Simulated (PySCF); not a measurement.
## Removal energies of Kr¹⁸⁺ from EOM-IP-GCCSD

Reference: closed-shell Kr¹⁸⁺, [Ar]; one electron is removed. Calculated with PySCF 2.14, two-component X2C-1e with screened spin-orbit coupling, an uncontracted even-tempered set (19 s from 0.6 bohr⁻², ratio 2.6; 14 p from 0.78 bohr⁻², ratio 2.6; 6 d from 0.8 bohr⁻², ratio 2.8; 3 f from 18 bohr⁻², ratio 2.8); frozen [Ne]; the 64 highest virtual spinors dropped; of the others 50 kept and the rest restored at second order. No Breit or QED terms. Binding energies in eV.

```tsv
level	Koopmans	second order	EOM-CCSD
3s1/2	870.58	861.16	856.85
3p1/2	797.00	797.03	797.15
3p3/2	785.72	785.88	786.03
```

In EOM-CCSD the overlap with the one-orbital guess is low for 3s1/2 (weight 0.78). That can mean mixing with two-hole, one-particle states, where second order and EOM-CCSD lose accuracy, or only a rotation among the degenerate components of the shell; the terms of those configurations are not listed.

For comparison, the ionisation energy of Kr¹⁸⁺ is 785.32 eV (semi-empirical (NIST evaluation); NIST Atomic Spectra Database, ionization energies).
